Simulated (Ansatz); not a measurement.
Consider the cleavage of the Sn–Si bond: `[F][Sn]([F])([SiH3])[Cl]` + HI → `[F][Sn]([F])([Cl])[I]` + SiH₄.

Program: Ansatz. Geometries: PBE0-D4/def2-TZVP. ΔE: electronic, gas phase. CCSD(T)/CBS adds triple-zeta CCSD(T) − MP2 to the extrapolated MP2 energy (def2 sets, frozen cores). This one scheme is used for every species. Elements past krypton have def2 core potentials. For I, Sn outer-core shells are correlated without core-valence functions, which leaves a few kJ/mol of doubt a bond.

`[F][Sn]([F])([SiH3])[Cl]`:

Z-matrix (Å, degrees):
```
Sn
F 1 1.907
Si 1 2.563 2 112.6
F 1 1.907 2 102.4 3 -121.3
Cl 1 2.304 2 105.1 3 129.1
H 3 1.480 1 106.9 2 -58.2
H 3 1.480 1 106.6 2 -178.3
H 3 1.480 1 106.6 2 62.0
```

HI:

Z-matrix (Å, degrees):
```
I
H 1 1.610
```

`[F][Sn]([F])([Cl])[I]`:

Cartesian coordinates in Å:
```
F 0.953 1.051 1.308
Sn 0.019 -0.022 0.059
F 0.703 -1.764 0.344
Cl -2.178 -0.038 0.674
I 0.503 0.772 -2.386
```

SiH₄:

Z-matrix (Å, degrees):
```
Si
H 1 1.485
H 1 1.485 2 109.5
H 1 1.485 2 109.5 3 -120.0
H 1 1.485 2 109.5 3 120.0
```

```json
{"species": "`[F][Sn]([F])([SiH3])[Cl]`", "CCSD(T)/CBS(def2) energy (Eh)": "-1164.39080"}
{"species": "HI", "CCSD(T)/CBS(def2) energy (Eh)": "-298.03592"}
{"species": "`[F][Sn]([F])([Cl])[I]`", "CCSD(T)/CBS(def2) energy (Eh)": "-1170.98597"}
{"species": "SiH₄", "CCSD(T)/CBS(def2) energy (Eh)": "-291.46306"}
```

(1) Work out ΔE.

Largest T1 diagnostic among the species: 0.014.

Results:

(1) ΔE = (-1170.98597) + (-291.46306) − (-1164.39080) − (-298.03592) = -0.02231 Eh = -58.6 kJ/mol.

In def2-TZVPP, CCSD(T) changes the Hartree–Fock value by +15.6 kJ/mol (the triples alone add −0.6 kJ/mol) and MP2 by +7.7 kJ/mol. Leaving LDA and LC-ωPBE aside and taking each functional with its dispersion term where it has one, the values, not all of them listed here, spread over 14.0 kJ/mol, from BHLYP-D4 to PBE-D4. LDA lies +5.7 kJ/mol from PBE without D4. From BLYP to BHLYP (50 % exact exchange), in def2-TZVPP and without D4, ΔE moves by −8.8 kJ/mol.
